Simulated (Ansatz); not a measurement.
Born–Oppenheimer molecular dynamics of Cl$_{2}$H$_{4}$OSiSn (9 atoms, charge 0, multiplicity 1). It starts at the highest image of a converged band. Of that band: A vibrational analysis at the climbing image gives one clearly imaginary mode, 112i cm⁻¹, and a faint second one (35i cm⁻¹) that may be numerical noise or a soft torsion: probably a first-order saddle point.

Level of theory: RKS B3LYP/def2-SVP (Ansatz).

```
ensemble                      : NVE (velocity Verlet)
time step                     : 0.5 fs
steps asked                   : 200
starting velocities drawn for : 300 K
seed                          : 10609
```

First frame:

```xyz
9
Properties=species:S:1:pos:R:3
Sn -1.117 0.997 -1.861
Si 0.903 0.487 1.131
O -0.146 0.753 -0.107
H 0.123 -1.772 -0.724
Cl -3.350 0.503 -1.063
Cl -0.156 -2.082 -1.952
H 2.194 1.217 0.939
H 0.325 0.879 2.450
H 1.224 -0.982 1.186
```

Problem. How far do the bonds stretch over the last three quarters of this one trajectory? (Pairs bonded in most of those frames.)

Solution. 
```tsv
bond	mean (Å)	spread (Å)	shortest	longest
Sn1–O3	2.009	0.026	1.97	2.05
Sn1–Cl5	2.429	0.071	2.34	2.54
Si2–O3	1.650	0.021	1.61	1.69
Si2–H7	1.496	0.012	1.48	1.52
Si2–H8	1.498	0.042	1.44	1.56
Si2–H9	1.505	0.016	1.48	1.53
H4–Cl6	1.295	0.007	1.28	1.31
```

Mean temperature of the second half: 165 K. The conserved energy stayed within 0.063 meV per atom of its start (net change 0.025 meV per atom), so the integration is sound. A run of 0.1 ps of so small a system gives no equilibrium averages. The orbitals stay closed-shell, which can raise the energy where a bond breaks towards radicals; this wasn't checked here.

Run time: 8.1 min on 2 threads of AMD EPYC 9R14 (Zen 4), on a shared host, peak memory 0.34 GiB.
